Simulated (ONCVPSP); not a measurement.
## Building the ONCV potential for P (Z = 15) (PBE, scalar-relativistic).

ONCVPSP 4.0.1 input, shortened (lines: element, Z, core and valence counts, functional; n l f; lmax; l rc ep ncon nbas qcut; lloc lpopt rc5 dvloc0; l nproj debl; icmod fcfact rcfact), PBE, scalar-relativistic:

```
  P 15.00    3    2        4      upf
    1    0    2.00
    2    0    2.00
    2    1    6.00
    3    0    2.00
    3    1    1.50
    1
    0    1.30    0.00    4    7    4.10
    1    1.30    0.00    4    7    6.80
    1    5    1.30    0.00
    0    2    2.10
    1    0    1.10
    1    0.40    0.00
```

Poles of the logarithmic derivatives, all-electron (AE) and pseudo (PS). s: poles at 4.3 (AE) and 3.9 (PS) Ha. p: poles at 4.5 (AE) and 3.3 (PS) Ha. Test radii: s 1.32, p 1.32 bohr.

- Cutoffs needed: 23 Ha and 79 Ha (the cutoffs (Ha) at which the residual kinetic energy of the hardest occupied pseudo-wave falls to 1 and 0.1 mHa per electron)
- Ghost test: no bound ghost flagged; GHOST(+) flags only above 600 eV
- Largest excitation error: +19 meV (all-electron minus pseudo) for 3s2 3p0, out of 4 test configurations
- rms error of d²Exc/dni dnj: 4.14 mHa without and 0.60 mHa with the model core
